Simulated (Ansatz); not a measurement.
CH4GaNO (`N=[C](O)[GaH2]`), one more setting.

```yaml
crystal:
  periodic: [false, false, false]
  atoms:
    - {symbol: N, position_ang: [0.188800, 1.472726, -0.593802]}
    - {symbol: C, position_ang: [0.221604, 0.476545, 0.189874]}
    - {symbol: O, position_ang: [0.777084, 0.626450, 1.408728]}
    - {symbol: Ga, position_ang: [-0.485712, -1.351344, -0.199834]}
    - {symbol: H, position_ang: [-0.250661, 1.238721, -1.478763]}
    - {symbol: H, position_ang: [1.075494, 1.549357, 1.466300]}
    - {symbol: H, position_ang: [-1.116568, -1.494621, -1.628904]}
    - {symbol: H, position_ang: [-0.410031, -2.517825, 0.836390]}
basis:
  gaussian: {orbitals: def2-mTZVP, point_charges: [{charge: -1.00, position_ang: [5.399, -0.573, -0.745]}]}
hamiltonian: {xc: {name: r2SCAN50}, pseudopotentials: {relativity: scalar}}
output: {forces: true}
```

```sh
$ ansatz run in.yaml --threads 2 --pin off --events-out ev --progress --plain --max-ram 4352MiB
```

Output, abridged:

```
Functional definition: r2SCAN50
1017 factors; integrals over basis functions are off by at most 1.1e-3 eV
mean field evaluation 1: about -57420.1326 eV, gradient 5.1e1 eV
mean field evaluation 2: about -57419.2864 eV, gradient 5.4e1 eV
mean field evaluation 4: about -57424.8567 eV, gradient 3.5e0 eV
mean field evaluation 8: about -57424.9025 eV, gradient 2.4e-1 eV
mean field evaluation 16: about -57424.9027 eV, gradient 5.1e-5 eV
mean field -57424.90265140 eV, -2110.3262484420 hartree, gradient 1.3e-5 eV, S^2 0.000000; 0 other end points of the search recorded, 0 dependent functions left out
reference -57424.90265842 eV, -2110.3262486998 hartree; 28, 28 occupied and 82, 82 virtual orbitals, 1017 factors
Total energy: -57424.90265842 eV, -2110.3262486998 hartree
Relativity: scalar
Atom 0 at     0.188800     1.472726    -0.593802 Å, force    -0.269832    -0.633860     0.298039 eV/Å
Atom 1 at     0.221604     0.476545     0.189874 Å, force     0.104504     0.437242    -0.092801 eV/Å
Atom 2 at     0.777084     0.626450     1.408728 Å, force    -0.292366     0.476183    -0.466586 eV/Å
Atom 3 at    -0.485712    -1.351344    -0.199834 Å, force     0.385692     0.105513     0.000924 eV/Å
Atom 4 at    -0.250661     1.238721    -1.478763 Å, force     0.207348     0.010510     0.317846 eV/Å
Atom 5 at     1.075494     1.549357     1.466300 Å, force    -0.028286    -0.580066    -0.106842 eV/Å
Atom 6 at    -1.116568    -1.494621    -1.628904 Å, force     0.027245     0.005171     0.243245 eV/Å
Atom 7 at    -0.410031    -2.517825     0.836390 Å, force    -0.102744     0.212547    -0.185262 eV/Å
Dipole moment:     0.032162    -0.234088    -0.090479 e Å
```

It took 4.5 s on 2 threads of an Arm Neoverse V1 on a shared host, with 0.38 GiB of host memory at the peak.
